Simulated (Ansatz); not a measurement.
Rb8Cl8 (started as a model of: 2x2x4 RbCl rock-salt block), relaxed as a singlet with RKS r2SCAN-D4/def2-SVP in Ansatz, starting from the GFN1-xTB geometry. Force threshold 0.03 eV/Å.

In the def2 sets Rb takes a core potential; there is no spin–orbit coupling.

Start:

Cartesian coordinates in Å:
```
Rb 4.671 1.105 -1.112
Cl 2.007 2.042 0.025
Rb -0.821 2.252 0.978
Cl -3.539 2.903 2.035
Cl 4.768 -1.474 0.456
Rb 1.995 -0.891 1.397
Cl -0.638 -0.451 2.753
Rb -3.528 0.224 3.432
Cl 3.498 -0.183 -3.580
Rb 0.786 0.334 -2.442
Cl -2.047 0.990 -1.739
Rb -4.706 1.426 -0.325
Rb 3.561 -2.755 -1.998
Cl 0.678 -2.577 -1.035
Rb -1.956 -1.697 0.071
Cl -4.730 -1.247 1.084
```

(1) Estimate the energy that the relaxation releases and the steps that it takes.

(2) Does the start keep its bonding and symmetry?

(3) Predict the relaxed structure.

Answers

(1) 79.8 kJ/mol, in 4 steps; 38 s on 4 threads of AMD EPYC 9R45 on a shared host. No frequencies were taken in this run, so the end may be a saddle point.

(2) By distances, no bond broke or formed. The bond that changes most is Cl14–Rb15, from 2.99 to 3.21 Å (atoms count from 1). Point group D2d at the start, D2d at the end, both within 0.05 Å.

(3) 
```xyz
16

Rb    4.991    1.200   -1.182
Cl    2.101    1.854   -0.066
Rb   -0.848    2.460    1.052
Cl   -3.800    2.960    2.138
Cl    5.031   -1.527    0.361
Rb    2.130   -0.968    1.551
Cl   -0.827   -0.372    2.652
Rb   -3.760    0.234    3.682
Cl    3.763   -0.235   -3.683
Rb    0.809    0.379   -2.661
Cl   -2.139    0.966   -1.532
Rb   -5.028    1.527   -0.364
Rb    3.797   -2.961   -2.137
Cl    0.866   -2.449   -1.054
Rb   -2.091   -1.871    0.058
Cl   -4.994   -1.199    1.183
```
Bond lengths (bridged metal pairs left out): 28 × Cl–Rb 3.13 to 3.25 Å.
